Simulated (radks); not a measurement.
The lutetium ion Lu3+, configuration [Xe] 4f14.

All-electron calculation, Dirac Kohn-Sham, PBE, spin-unpolarised, spherical densities, finite nucleus; Fermi nuclear charge, rms radius 5.37 fm. Program: a radial shooting solver on a logarithmic mesh with Libxc functionals.

Energy parts (Ry):
part                       energy
total                 -29155.4148
kinetic                32488.8483
electron-nucleus      -72362.9627
Hartree                11321.6087
exchange-correlation    -602.9091

Orbitals (lengths in bohr, moments of r in powers of bohr; <r^-3> diverges for s and p1/2):
1s1/2: occ. 2; eigenvalue (Ry) -4642.932
2s1/2: occ. 2; eigenvalue (Ry) -791.5053
2p1/2: occ. 2; eigenvalue (Ry) -755.6682
2p3/2: occ. 4; eigenvalue (Ry) -673.5343; <r^-3> 14150
3s1/2: occ. 2; eigenvalue (Ry) -180.8680
3p1/2: occ. 2; eigenvalue (Ry) -164.9881
3p3/2: occ. 4; eigenvalue (Ry) -147.4689; <r^-3> 3144
3d3/2: occ. 4; eigenvalue (Ry) -120.4750; <r^-3> 539.7
3d5/2: occ. 6; eigenvalue (Ry) -116.6499; <r^-3> 465.5
4s1/2: occ. 2; eigenvalue (Ry) -37.56516
4p1/2: occ. 2; eigenvalue (Ry) -31.09455
4p3/2: occ. 4; eigenvalue (Ry) -27.11057; <r^-3> 714.9
4d3/2: occ. 4; eigenvalue (Ry) -16.46462; <r^-3> 106.0
4d5/2: occ. 6; eigenvalue (Ry) -15.73748; <r^-3> 89.58
5s1/2: occ. 2; eigenvalue (Ry) -6.43224
5p1/2: occ. 2; eigenvalue (Ry) -4.62984
5p3/2: occ. 4; eigenvalue (Ry) -4.10987; <r^-3> 91.64
4f5/2: occ. 6; eigenvalue (Ry) -2.71935; <r^-3> 14.35
4f7/2: occ. 8; eigenvalue (Ry) -2.60700; <r^-3> 13.64

The highest occupied level is 4f7/2 at -35.470 eV. The electron density at the nucleus is 1.111e+06 e/bohr^3.
